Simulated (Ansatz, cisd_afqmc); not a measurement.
Species: F, charge 0, doublet.

Total energies in cc-pVQZ-DK, 7 correlated electrons, 1 frozen orbitals. Open shells are spin-unrestricted; no spin-orbit coupling. The -DK rows use spin-free X2C. AFQMC/CISD: phaseless, guided by CISD from CCSD amplitudes; bars are statistical, one sigma. Outlying blocks are dropped, and bars are widened where a walk drifts. Over all cases where full CI ran beside it in this data, AFQMC minus full CI had a median of +0.1 mEh and passed +0.4 mEh in a tenth of the cases.

```
method         program        energy (Eh)  minus CCSDT(Q) (mEh)
----------  ----------  -----------------  --------------------
HF              Ansatz          -99.50074                236.94
MP2             Ansatz          -99.72236                 15.32
CCSD            Ansatz          -99.73276                  4.92
CCSD(T)         Ansatz          -99.73740                  0.28
CCSDT(Q)        Ansatz          -99.73769                  0.00
AFQMC/CISD  cisd_afqmc  -99.7375 ± 0.0001             0.2 ± 0.1
```

Ansatz is a quantum-chemistry and plane-wave program.
